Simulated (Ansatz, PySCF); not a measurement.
Gas-phase reaction in SMILES: NB(Br)Br → Br[B]Br + [NH2] (NH2) (the B-N bond at the site shown breaks; other sites are not compared here)
Structures are relaxed separately at B3LYP-D3(BJ)/def2-TZVP in Ansatz (a quantum-chemistry and plane-wave program), one conformer each, not searched for the lowest. Frequencies are from Ansatz or PySCF.

Quantity: bond dissociation energy (enthalpy at 298 K, with B3LYP-D3(BJ) rigid-rotor harmonic-oscillator terms), in eV. Correlated levels leave the core frozen unless marked. UHF or UKS for open shells. Spin-orbit coupling is left out. Frozen are the shells of the preceding noble gas and the d and f shells that filled before the atom's block. No relativistic terms. CBS(X,Y): correlation extrapolated as X^-3; Hartree-Fock from the larger set.

CCSD(T)/CBS(cc-pVTZ,cc-pVQZ) (Ansatz) gives 5.86 eV.

Question: Another calculation gave 5.49 eV. Which level was it?
(A) B2GP-PLYP/def2-TZVPD (Ansatz)
(B) wB97M-V/def2-TZVPD (Ansatz)
(C) revPBE/def2-TZVPD (Ansatz)
(D) r2SCAN/def2-TZVPD (Ansatz)

Answer: D, r2SCAN/def2-TZVPD (Ansatz). The others give 5.75 (B2GP-PLYP), 5.95 (wB97M-V), 5.33 (revPBE) eV.
